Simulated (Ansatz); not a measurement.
Basis sets compared for Au5Se2⁺. Charge 1, multiplicity 1. Geometry PBE0-D4/def2-SVP. Ansatz on 4 threads of Arm Neoverse V2 on a shared host; times are rough, and most runs start from earlier orbitals.

| atom | x (Å) | y (Å) | z (Å) |
| --- | --- | --- | --- |
| Au1 | -2.640 | 2.078 | 0.375 |
| Au2 | 1.339 | -1.064 | 2.917 |
| Au3 | 3.336 | -1.300 | 0.141 |
| Au4 | -2.338 | 0.524 | -2.664 |
| Au5 | 0.090 | -0.070 | -0.228 |
| Se6 | -0.930 | 1.885 | -1.287 |
| Se7 | 1.144 | -2.051 | 0.746 |

In the def2 sets Au takes a core potential; there is no spin–orbit coupling. The structure comes from a short search, and lower isomers may exist.

```json
{"level": "PBE-D4/def2-SVP", "functions": "224", "energy (Eh)": "-5480.6452", "HOMO (eV)": "-9.89", "LUMO (eV)": "-7.66", "wall time": "6 s"}
{"level": "PBE0-D4/def2-SVP", "functions": "224", "energy (Eh)": "-5480.5541", "HOMO (eV)": "-10.78", "LUMO (eV)": "-6.68", "wall time": "13 s"}
```

Task: Estimate the rows for PBE-D4/def2-TZVP (with forces), PBE0-D4/def2-TZVP.

Result: 
| level | functions | energy (Eh) | HOMO (eV) | LUMO (eV) | wall time |
| --- | --- | --- | --- | --- | --- |
| PBE-D4/def2-TZVP (with forces) | 296 | -5481.2758 | -9.82 | -7.66 | 12 s |
| PBE0-D4/def2-TZVP | 296 | -5481.1852 | -10.69 | -6.66 | 24 s |
